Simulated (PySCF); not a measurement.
**Static response to an electric field**

Compound: C5H9NO.
SMILES with atom numbers: `[CH2:1]=[CH:2][C:3](=[O:4])[N:5]([CH3:6])[CH3:7]` (hydrogens: H8, H9 on C1; H10 on C2; H11, H12, H13 on C6; H14, H15, H16 on C7)

Structure used (GFN2-xTB), in Å, numbered top down from 1:
```xyz
16
C5H9NO angstrom
C      2.7148   -0.7226   -0.3261
C      1.4794   -0.3705   -0.6452
C      0.6490    0.4178    0.3056
O      1.1529    1.1707    1.1222
N     -0.6968    0.2634    0.2068
C     -1.3504   -0.6641   -0.6843
C     -1.5621    1.0841    1.0210
H      3.1172   -0.4704    0.6413
H      3.3560   -1.2631   -1.0020
H      1.0616   -0.5965   -1.6152
H     -1.5004   -0.2299   -1.6790
H     -0.7768   -1.5848   -0.7788
H     -2.3271   -0.9152   -0.2714
H     -2.2147    1.6920    0.3901
H     -2.1761    0.4634    1.6775
H     -0.9339    1.7346    1.6261
```

Level: PBE0/def2-SVPD (PySCF), static field, nuclei fixed, core orbitals frozen in the response. The polarisability tensor in these axes (au):

```
x   97.02 -6.44  0.44
y   -6.44 62.27  9.66
z    0.44  9.66 63.82
```

Q: Give the principal values, the mean and the anisotropy Δα = √{½[(α1 − α2)² + (α2 − α3)² + (α1 − α3)²]}.

A: Principal values 52.77, 72.11 and 98.22 au; mean 74.37 au = 11.02 Å³ = 12.26 × 10⁻⁴⁰ C²·m²/J; Δα = 39.51 au (53 % of the mean).

Q: What is the dipole moment, and where does it point?

A: (-2.28, -2.15, -2.09) D, 3.77 D in size, pointing from the negative to the positive side. Measured along this direction, the outermost atoms are O4 and H8 at the negative end and H13 and H11 at the positive end.

Q: How large is μ²/3kT at 273 K beside α?

A: In Gaussian units μ²/3kT = 125.58 Å³ against 11.02 Å³, a ratio of 11.40; the Debye molar polarisation (4π/3)N_A(α + μ²/3kT) is 344.6 cm³/mol, leaving out the vibrational part.

Q: What would n − 1 = 2πNα be for an ideal gas of these molecules at 273.15 K and 1 atm, electronic part alone?

A: N = p/kT = 2.6868 × 10¹⁹ cm⁻³, so n − 1 = 2π × N × 11.02 × 10⁻²⁴ cm³ = 1860 × 10⁻⁶ at long wavelengths.

Q: What depolarisation ratio follows for Rayleigh scattering of linearly polarised light, taking the static tensor?

A: ρ = 3Δα²/(45ᾱ² + 4Δα²) = 4682.3/(248870 + 6243.0) = 0.0184.

Q: What molar refraction does this α imply?

A: Lorentz–Lorenz: R = (4π/3)N_A α = 2.5225 cm³/(mol·Å³) × 11.02 Å³ = 27.8 cm³/mol, in the limit of long wavelengths.

Geometry: GFN2-xTB, one conformer, isolated molecule.
